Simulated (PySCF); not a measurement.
These compounds are isomers of formula C3H10F2OSi2.

A. SMILES CC(C)O[SiH2][SiH](F)F
B. SMILES FC(OC(C)([SiH3])[SiH3])F
C. `InChI=1S/C3H10F2OSi2/c1-6-2(7)3(4,5)8/h2H,1,7-8H3/t2-/m1/s1`
D. `C[SiH2]O[Si@H](C)C(F)F`

Spectrum 1. ¹H NMR (500 MHz, computed): δ 6.45 (m, 1H), 4.04 (s, 6H), 1.69 (s, 3H). ¹³C{¹H} NMR (computed): δ 122.6 (CH), 65.1 (C), 21.3 (CH3).

Spectrum 2. ¹H NMR (500 MHz, computed): δ 3.95 (m, 3H), 3.87 (d, 3H), 3.56 (s, 3H), 3.51 (m, 1H). ¹³C{¹H} NMR (computed): δ 143.4 (C), 81.5 (CH), 62.4 (CH3).

Spectrum 3. ¹H NMR (500 MHz, computed): δ 6.14 (m, 1H), 5.31 (m, 1H), 5.24 (m, 1H), 5.02 (m, 1H), 0.40 (m, 3H), 0.30 (d, 3H). ¹³C{¹H} NMR (computed): δ 127.5 (CH), 0.2 (CH3), -2.2 (CH3).

Spectrum 4. ¹H NMR (500 MHz, computed): δ 5.53 (m, 1H), 5.19 (m, 2H), 3.74 (sept, 1H), 1.21 (d, 6H). ¹³C{¹H} NMR (computed): δ 71.9 (CH), 26.0 (CH3).

- geometry from GFN2-xTB
- σ from GIAO-PBE0/pcSseg-1
- code: PySCF 2.14
- no relativistic terms, averaged over atoms made equivalent by symmetry, fast rotation or ring inversion, one conformer, no solvent model

Referencing at the same level of theory: ¹H and ¹³C against TMS. Splittings of carbon signals by F and P are missing where no couplings were computed. Where no couplings were computed, multiplicities follow the n + 1 count of equivalent neighbours, and m marks all less simple cases (inequivalent or close neighbours, rings, F or P nearby). Shifts are as computed. Against solution values, carbons near 30 ppm lie about +3 ppm off and those near 130 ppm about +5 ppm. Of 1211 compounds with measured shifts, 218 miss one by over three times the rms of a fit or turn the order of signals round; such compounds aren't used in these exercises.

Question: Which spectrum belongs to which compound?

Answer: 1–B, 2–C, 3–D, 4–A.

- Spectrum 1 (B): 3 ¹³C signals; δC 122.6 is an sp3 CH bonded to 2 F and O; δC 65.1 is a fully substituted sp3 carbon bonded to O and 2 Si.
- Spectrum 2 (C): 3 ¹³C signals; δC 143.4 is a fully substituted sp3 carbon bonded to 2 F and Si; δC 81.5 is an sp3 CH bonded to O and Si.
- Spectrum 3 (D): 3 ¹³C signals; δC 127.5 is an sp3 CH bonded to 2 F and Si; δC 0.2 is a methyl carbon bonded to Si.
- Spectrum 4 (A): 2 ¹³C signals; δC 71.9 is an sp3 CH bonded to O; δC 26.0 is a methyl carbon.
